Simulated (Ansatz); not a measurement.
Geometry optimisation, RKS BLYP-D4/def2-SVP (Ansatz 0.2.0).

The input (input.yaml):

```yaml
crystal:
  periodic: [false, false, false]
  atoms:
    - { symbol: Ga, position_ang: [-0.962913, 0.0, 0.469966] }
    - { symbol: H, position_ang: [1.611664, 0.0, 1.495485] }
    - { symbol: Cl, position_ang: [2.47558, 0.0, 0.471025] }
    - { symbol: Cl, position_ang: [-1.746831, 0.0, -1.641277] }
basis:
  gaussian: { orbitals: def2-SVP }
hamiltonian:
  xc: blyp
  dispersion: d4
relax:
  f_tol: 0.03
  max_steps: 50
```

Run as:

```bash
$ ansatz run input.yaml --threads 1 --pin off --max-ram 2048MiB --backend cpu --events-out ev --progress --plain --runs-dir out
```

Problem. Where does it end, and by what steps?

Solution. It converged. The force dipped under the threshold on the way, but the program's further checks kept it going. After 10 steps the energy has fallen by 0.068 eV; H2 moved furthest, 0.52 Å.

```
step  energy less start (eV)  largest force component (eV/Å)  accepted
   0                  0.0000                           0.686       yes
   1                 -0.0078                           0.978       yes
   2                 -0.0192                           1.073       yes
   3                 -0.0528                           0.068       yes
   4                 -0.0555                           0.041       yes
   5                 -0.0605                           0.401       yes
   6                 -0.0636                           0.084       yes
   7                 -0.0597                           0.607        no
   8                 -0.0667                           0.175       yes
   9                 -0.0673                           0.020       yes
  10                 -0.0677                           0.023       yes
```

```xyz
4
Properties=species:S:1:pos:R:3
Ga -1.263 0.000 0.534
H 2.112 0.000 1.637
Cl 1.993 0.000 0.341
Cl -1.464 0.000 -1.717
```

Whether the end is a true minimum wasn't checked by a vibrational analysis.

The run took 17 s on 1 thread of Arm Neoverse V2 (shared host), peak memory 0.12 GiB.
